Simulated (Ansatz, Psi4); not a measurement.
The Psi4 input:
```
memory 2 GB

molecule {
0 2
  Ga    0.50176795    0.31351713    0.10944034
  C    -0.42148577    1.58617638   -1.41951157
  H    -1.34994940    1.96354136   -0.99462624
  H    -0.63299857    0.93812317   -2.26812967
  H     0.23050747    2.40482668   -1.71042882
  Cl   -0.66314421   -1.44368120    0.59397669
}

set basis def2-svp
set reference uks
set scf_type pk
set puream true
set d_convergence 1e-8
set dft_radial_points 99
set dft_spherical_points 590

energy('pbe0')
print_variables()
```

Task: Give the equivalent Ansatz (an electronic-structure program) input.

Result: Several could match; the one computed here: 
Ansatz 0.2 input:
```yaml
crystal:
  periodic: [false, false, false]
  atoms:
    - {symbol: Ga, position_ang: [0.50176795, 0.31351713, 0.10944034]}
    - {symbol: C, position_ang: [-0.42148577, 1.58617638, -1.41951157]}
    - {symbol: H, position_ang: [-1.34994940, 1.96354136, -0.99462624]}
    - {symbol: H, position_ang: [-0.63299857, 0.93812317, -2.26812967]}
    - {symbol: H, position_ang: [0.23050747, 2.40482668, -1.71042882]}
    - {symbol: Cl, position_ang: [-0.66314421, -1.44368120, 0.59397669]}
basis:
  gaussian:
    orbitals: def2-SVP
hamiltonian:
  xc: pbe0
magnetization: {spin_polarized: true, initial_magnetization: 1}
accuracy: high
```

Both were run: Psi4 gave -2424.111301 Eh and Ansatz -2424.111302 Eh, 0.001 mEh apart.
